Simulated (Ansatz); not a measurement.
Isomers of CH₃BFN, relaxed with PBE0-D4/def2-TZVP in Ansatz; electronic energies, one conformer each and not always the lowest. Functionals use def2-TZVPP; CBS adds triple-zeta CCSD(T) − MP2 to the MP2 limit of def2-TZVPP and def2-QZVPP.

Order them by energy at frozen-core CCSD(T)/CBS, lowest first. (Best estimate.)
A. `FB1CN1`
B. `C=NBF`
C. `BN=CF`
D. `FC1BN1`
E. `BC(=N)F`

B (0.0 kcal/mol), A (14.5 kcal/mol), C (37.2 kcal/mol), D (53.3 kcal/mol), E (62.6 kcal/mol).

How do PBE0-D4, r2SCAN-D4, ωB97M-V, B2PLYP place them (kcal/mol, against `C=NBF`)? (Estimate.)

The calculation gave: 
| isomer | PBE0-D4 | r2SCAN-D4 | ωB97M-V | B2PLYP |
| --- | --- | --- | --- | --- |
| `FC1BN1` | 49.3 | 51.9 | 51.2 | 55.2 |
| `BC(=N)F` | 62.1 | 62.3 | 62.1 | 63.5 |
| `FB1CN1` | 11.8 | 14.1 | 13.5 | 16.5 |
| `BN=CF` | 34.2 | 34.0 | 35.4 | 36.0 |
